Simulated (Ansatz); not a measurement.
Calculated with Ansatz (gas phase, PBE0-D4/def2-TZVP geometries, no zero-point term in ΔE). CBS: MP2 limit from def2 TZ/QZ plus the TZ coupled-cluster correction, frozen cores. This one scheme is used for every species, atoms too. For atomizations the MP2-based limit and the directly extrapolated one differ by several kJ/mol either way, and by 10 to 25 for some Ge, Se and Sn compounds, so smaller differences from it don't rank the levels. Open shells (•) are unrestricted, without spin–orbit coupling. Spin–orbit coupling would lower the free atoms: a little for B, F, O, Si. One conformer a species, not always the lowest.

`N[Si]1(F)NB1O` → B• + F• + 4 H• + 2 N• + O• + Si•  (atomization)

```csv
species,CCSD(T)/CBS(def2) energy (Eh)
`N[Si]1(F)NB1O`,-600.82452
B•,-24.60433
F•,-99.66871
H•,-0.50000
N•,-54.53257
O•,-75.00631
Si•,-288.94402
```

Task: Work out ΔE.

Result: ΔE = 4 × (-0.50000) + 2 × (-54.53257) + (-24.60433) + (-99.66871) + (-75.00631) + (-288.94402) − (-600.82452) = 1.53601 Eh = +41.80 eV.

Largest T1 diagnostic among the species: 0.014.

At CCSD(T), def2-SVP lies −3.51 eV from the extrapolated value and def2-TZVPP −1.47 eV: correlation converges slowly with the basis, and small sets miss more of it in the bonded molecule than in its fragments. In def2-TZVPP, CCSD(T) changes the Hartree–Fock value by +11.71 eV (the triples alone add +0.79 eV) and MP2 by +13.08 eV; breaking electron pairs costs correlation energy, which Hartree–Fock lacks. From r2SCAN to r2SCAN0 (25 % exact exchange), in def2-TZVPP and without D4, ΔE moves by −1.03 eV: exact exchange takes away binding that semilocal exchange gives to molecules.
